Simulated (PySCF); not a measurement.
The vertical singlet excitations below were computed for one of the candidates. Theory: PySCF, TDDFT CAM-B3LYP/def2-SVPD, vertical, gas phase, core orbitals frozen in the response. Geometries: GFN2-xTB, one conformer each.

```json
{"state": "S1", "E (eV)": "5.81", "f": "0.0046", "main configurations (H = HOMO, L = LUMO)": "H→L (91%)"}
{"state": "S2", "E (eV)": "5.97", "f": "0.0031", "main configurations (H = HOMO, L = LUMO)": "H→L+1 (84%)"}
{"state": "S3", "E (eV)": "6.81", "f": "0.0059", "main configurations (H = HOMO, L = LUMO)": "H→L+4 (59%), H→L+3 (21%)"}
{"state": "S4", "E (eV)": "6.89", "f": "0.022", "main configurations (H = HOMO, L = LUMO)": "H→L+2 (74%), H→L+4 (10%), H→L+1 (10%)"}
{"state": "S5", "E (eV)": "7.31", "f": "0.097", "main configurations (H = HOMO, L = LUMO)": "H→L+3 (48%), H→L+4 (15%), H→L+5 (11%)"}
{"state": "S6", "E (eV)": "7.41", "f": "0.025", "main configurations (H = HOMO, L = LUMO)": "H→L+5 (62%), H→L+4 (10%)"}
{"state": "S7", "E (eV)": "7.56", "f": "0.0035", "main configurations (H = HOMO, L = LUMO)": "H→L+6 (68%), H→L+7 (19%)"}
{"state": "S8", "E (eV)": "7.73", "f": "0.0095", "main configurations (H = HOMO, L = LUMO)": "H→L+7 (56%), H→L+3 (15%), H→L+6 (10%)"}
```

Triplets computed (Tamm–Dancoff): 5.50, 5.75, 6.61 eV.

Question: Which structure fits? All have the formula CH10FNSi3.
A. `F[SiH2]N([SiH3])C[SiH3]`
B. `CN[SiH2][SiH2][SiH2]F`
C. `C[Si@H](F)N([SiH3])[SiH3]`

Answer: A. Its S1 lies at 5.81 eV; the nearest of the others has S1 at 5.26 eV. S1 is HOMO→LUMO (91%). Löwdin shares by element: HOMO nitrogen 46%, silicon 16% or more, carbon 14% (atoms not listed hold the other 24%); LUMO silicon 38% or more, hydrogen 18% or more (atoms not listed hold the other 43%). At the same level the other candidates give, for their lowest levels:
- `CN[SiH2][SiH2][SiH2]F`: 5.26 eV (f 0.015); 5.97 eV (f 0.037); 6.33 eV (f 0.082); 6.55 eV (f 0.029); 6.65 eV (f 0.012); T1 4.97 eV; HOMO -8.19, LUMO -0.08 eV
- `C[Si@H](F)N([SiH3])[SiH3]`: 6.45 eV (f 0.001); 7.05 eV (f 0.012); 7.32 eV (f 0.019); 7.39 eV (f 0.041); 7.76 eV (f 0.017); T1 6.15 eV; HOMO -8.85, LUMO 0.88 eV

The values belong to the conformer `[F:1][SiH2:2][N:3]([SiH3:4])[CH2:5][SiH3:6]`: F1–Si2–N3–Si4 160°, Si2–N3–C5–Si6 -84°.
